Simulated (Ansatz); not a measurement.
A CCSD(T) single point on C2H6GaNS, SMILES `C[N]1C[S][GaH]1`.

```yaml
crystal:
  periodic: [false, false, false]
  atoms:
    - {symbol: C, position_ang: [-1.117723, -0.199789, 0.937071]}
    - {symbol: N, position_ang: [-0.134715, -0.093572, -0.098627]}
    - {symbol: C, position_ang: [1.109050, 0.572220, 0.206511]}
    - {symbol: S, position_ang: [2.072829, 0.494909, -1.359509]}
    - {symbol: Ga, position_ang: [0.175814, -0.527565, -1.845951]}
    - {symbol: H, position_ang: [-0.742935, -0.759901, 1.805669]}
    - {symbol: H, position_ang: [-1.445551, 0.785811, 1.297306]}
    - {symbol: H, position_ang: [-1.998998, -0.723589, 0.562403]}
    - {symbol: H, position_ang: [0.971733, 1.624264, 0.488085]}
    - {symbol: H, position_ang: [1.678170, 0.070147, 0.999580]}
    - {symbol: H, position_ang: [-0.567684, -1.242935, -2.992539]}
basis:
  gaussian: {orbitals: def2-TZVPP}
correlation: {method: ccsd_t}
output: {orbitals: {seedname: orbitals}}
```

```sh
$ ansatz run in.yaml --threads 4 --pin off --events-out ev --progress --plain --max-ram 10444MiB
```

The program prints (abridged):

```
Functional definition: HF
  name "HF"
  cite "Fock, Z. Phys. 61, 126 (1930) doi:10.1007/BF01340294"
  parent pbe
  exchange = exact_x
  correlation = 0
1601 factors; integrals over basis functions are off by at most 9.8e-4 eV
mean field evaluation 1: about -66787.0882 eV, gradient 3.8e1 eV
mean field evaluation 2: about -66787.3570 eV, gradient 3.8e1 eV
mean field evaluation 4: about -66791.1115 eV, gradient 5.3e0 eV
mean field evaluation 8: about -66791.2044 eV, gradient 3.1e-1 eV
mean field evaluation 16: about -66791.2051 eV, gradient 2.7e-6 eV
mean field -66791.20506169 eV, -2454.5315133124 hartree, gradient 2.7e-6 eV, S^2 0.000000; 0 other end points of the search recorded, 0 dependent functions left out
17 core orbitals not correlated: weight in the atoms' cores, before any rotation towards them, 1.000 or more for the frozen orbitals, at most 0.000 for the correlated occupied ones
reference -66791.20506169 eV, -2454.5315133124 hartree; 19, 19 occupied and 231, 231 virtual orbitals, 1601 factors
second order -25.93099430 eV of doubles, -0.00000000 eV of singles
cycle   1  -25.87016398 eV  change    6.1e-2 eV  update   1.3e-1
cycle   2  -26.66205612 eV  change   -7.9e-1 eV  update   3.9e-2
cycle   3  -26.82041818 eV  change   -1.6e-1 eV  update   2.3e-2
cycle   4  -26.80319715 eV  change    1.7e-2 eV  update   7.0e-3
cycle   5  -26.80066793 eV  change    2.5e-3 eV  update   4.5e-3
cycle   6  -26.80207399 eV  change   -1.4e-3 eV  update   1.6e-3
cycle   7  -26.80163785 eV  change    4.4e-4 eV  update   7.0e-4
cycle   8  -26.80168558 eV  change   -4.8e-5 eV  update   1.9e-4
cycle   9  -26.80177118 eV  change   -8.6e-5 eV  update   8.0e-5
cycle  10  -26.80174690 eV  change    2.4e-5 eV  update   2.8e-5
perturbative correction -1.24352818 eV, -0.0456988177 hartree
Total energy: -66819.25033677 eV, -2455.5621581618 hartree
```

It took 4.3 min on 4 threads of an Arm Neoverse V2 on a shared host, with 6.7 GiB of host memory at the peak.

The correlation energy is -28.045 eV, 4.4 % of it from (T); the T1 diagnostic reads 0.0151.
